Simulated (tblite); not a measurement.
Input of a run (GFN2-xTB geometry optimisation, gas phase (tblite 0.8.0)), started from a force field or distance geometry:
```
{"job": {"kind": "relax", "xc": "GFN2-xTB", "basis": "xTB"}, "charge": 0, "multiplicity": 1}
C      2.300700    -0.969100    -1.684200
C      1.435500    -0.464300    -1.033500
Si     0.149200     0.292300    -0.013500
C      0.499300    -0.141400     1.762900
N      0.102100     2.075100    -0.140700
Si    -1.797400    -0.668900    -0.566600
H      3.054800    -1.416400    -2.298200
H     -0.099000     0.521400     2.413700
H      0.108000    -1.196100     1.903700
H      1.572900    -0.125000     1.952700
H     -0.472100     2.321700    -0.986700
H     -0.245100     2.474600     0.740800
H     -2.122000    -1.658000     0.490500
H     -1.659000    -1.398100    -1.854300
H     -2.832300     0.360100    -0.708600
```

Output (eV, eV/Å):
```
step      E/eV     max force
  0    -470.39803    1.801
  1    -470.56288    1.662
  2    -470.53980    4.577
  3    -470.65103    0.702
  4    -470.67964    0.582
  5    -470.74381    0.931
  6    -470.76334    0.478
  7    -470.78837    0.374
  8    -470.80771    0.631
  9    -470.82402    0.541
 10    -470.83214    0.260
 11    -470.83835    0.238
 12    -470.84469    0.318
 13    -470.85101    0.282
 14    -470.85635    0.185
 15    -470.86005    0.164
 16    -470.86337    0.218
 17    -470.86790    0.286
 18    -470.87357    0.248
 19    -470.87903    0.178
 20    -470.88286    0.194
 21    -470.88543    0.171
 22    -470.88800    0.187
 23    -470.89117    0.182
 24    -470.89416    0.130
 25    -470.89617    0.118
 26    -470.89749    0.126
 27    -470.89868    0.143
 28    -470.89971    0.096
 29    -470.90034    0.060
 30    -470.90067    0.049
 31    -470.90094    0.057
 32    -470.90131    0.060
 33    -470.90176    0.065
 34    -470.90220    0.063
 35    -470.90252    0.052
 36    -470.90277    0.048
 37    -470.90297    0.035
 38    -470.90316    0.039
 39    -470.90336    0.040
 40    -470.90360    0.057
 41    -470.90387    0.050
 42    -470.90417    0.041
 43    -470.90450    0.045
 44    -470.90487    0.059
 45    -470.90524    0.067
 46    -470.90556    0.046
 47    -470.90586    0.046
 48    -470.90628    0.053
 49    -470.90698    0.112
 50    -470.90803    0.149
 51    -470.90909    0.120
 52    -470.90972    0.064
 53    -470.91005    0.058
 54    -470.91038    0.086
 55    -470.91088    0.129
 56    -470.91163    0.121
 57    -470.91237    0.050
 58    -470.91251    0.024
 59    -470.91259    0.023
 60    -470.91268    0.028
 61    -470.91286    0.034
 62    -470.91306    0.031
 63    -470.91319    0.026
 64    -470.91326    0.026
 65    -470.91335    0.036
 66    -470.91349    0.046
 67    -470.91387    0.056
 68    -470.91421    0.053
 69    -470.91449    0.050
 70    -470.91477    0.051
 71    -470.91512    0.045
 72    -470.91558    0.049
 73    -470.91590    0.037
 74    -470.91600    0.036
 75    -470.91608    0.026
 76    -470.91613    0.024
 77    -470.91619    0.020
 78    -470.91624    0.014
 79    -470.91626    0.007
```

Problem. Summarise the run.

Solution. The energy falls by 12.0 kcal/mol over 79 L-BFGS steps, the largest force on an atom goes from 1.80 to 0.007 eV/Å, and the atoms move by 0.301 Å rms after alignment. The bond that changes most is Si3–Si6 (four-coordinate silicon to SiH3 silicon), which lengthens by 0.085 Å. Bonds longer at the end by more than 0.005 Å: 4 of 14; shorter: 8. Among the angles that change most is Si3–N5–H11, from 107.8° to 119.4°. Among the dihedrals that turn most is N5–Si3–C4–H10, from -85° to -52°. The energy rose by more than 1e-5 eV at step 2. The first step brought 32 % of the lowering.

Problem. What are the final bond lengths?

Solution. C1≡C2 1.202 Å, C2–Si3 1.861 Å, Si3–C4 1.905 Å, Si3–N5 1.735 Å, Si3–Si6 2.325 Å, C1–H7 1.053 Å, C4–H8 1.087 Å, C4–H9 1.086 Å, C4–H10 1.085 Å, N5–H11 1.007 Å, N5–H12 1.007 Å, Si6–H13 1.468 Å, Si6–H14 1.466 Å, Si6–H15 1.471 Å. Numbering counts from 1 in the input's order; the species is `C(#C)[Si@@]([SiH3])(C)N`.

Its lowest GFN2-xTB frequency is 13i cm⁻¹, too small to tell a flat minimum from a shallow saddle. One conformer, not necessarily the lowest. 2 starts were optimised and ended at 0.00 and 0.10 kcal/mol (GFN2-xTB); the lowest of these is shown.

These are computed values.
